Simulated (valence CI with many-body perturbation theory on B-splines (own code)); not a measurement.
# Ga²⁶⁺: E2, M1, M2 decay

Level of theory: valence CI with perturbative core correlation (CI+MBPT): three valence electrons over a frozen Dirac-Fock core [He], radial functions for each j: 11 s, 11 p, 9 d, 7 f, 5 g, 2 h, 1 i, with the one-electron correlation potential Σ1 (screened to all orders), the two-electron term Σ2, the three-electron term Σ3, Breit, model QED; selected single and double excitations, second order for the rest (own B-spline code, finite nucleus).

The last digits are not significant, and no measured levels were compared; by estimate large intervals hold to a few tenths of a per cent, small ones and those within an open d or f shell to about a per cent.

Lines 1 to 10 of 10 in falling wavelength, among levels below 127.37 Ry, chosen from the decays that carry over 1 % of a level's rate. Wavelengths and rates use the calculated energies. Electric multipoles are in the length gauge, E1 and E2 with the static RPA response of the core. S is in atomic units (e²a₀⁴ for E2 and M2, e²a₀⁶ for E3), for M1 in squared Bohr magnetons. Weak lines are less certain than strong ones. Lines between different terms over intervals too small for the method are left out, as are lines whose strength nearly cancels.

Levels are named by their leading jj configuration (3d3/2^4 stands for four electrons in 3d with j = 3/2), which in mixed levels can hold well under half, so a name can repeat and another be missing. Letters in brackets count levels of one name in rising energy.

```
λ vac (Å)                   Upper                       Lower  Type   A (s⁻¹)  S (a.u.)
    390.2      (2s^2 2p3/2) J=3/2          (2s^2 2p1/2) J=1/2    M1  1.51e+05  1.33e+00
    8.362  (2s 2p3/2 3p3/2) J=7/2          (2s 2p3/2^2) J=5/2    E2  1.14e+09  3.33e-04
    8.282      (2s^2 3p1/2) J=1/2          (2s^2 2p3/2) J=3/2    E2  1.26e+10  8.74e-04
    8.254  (2s 2p1/2 3p3/2) J=5/2      (2s 2p1/2 2p3/2) J=5/2    E2  4.33e+09  8.90e-04
    8.235  (2s 2p3/2 3d5/2) J=9/2          (2s 2p3/2^2) J=5/2    M2  6.27e+07  2.12e-05
    8.233      (2s^2 3p3/2) J=3/2          (2s^2 2p3/2) J=3/2    E2  6.16e+09  8.32e-04
    8.133  (2s 2p3/2 3p3/2) J=7/2      (2s 2p1/2 2p3/2) J=5/2    E2  6.48e+09  1.65e-03
    8.095  (2s 2p1/2 3p3/2) J=5/2          (2s 2p1/2^2) J=1/2    E2  6.82e+09  1.27e-03
    8.071  (2s 2p3/2 3p3/2) J=7/2  (2s 2p1/2 2p3/2) J=3/2 [a]    E2  5.19e+09  1.27e-03
    8.062      (2s^2 3p3/2) J=3/2          (2s^2 2p1/2) J=1/2    E2  6.47e+09  7.87e-04
```
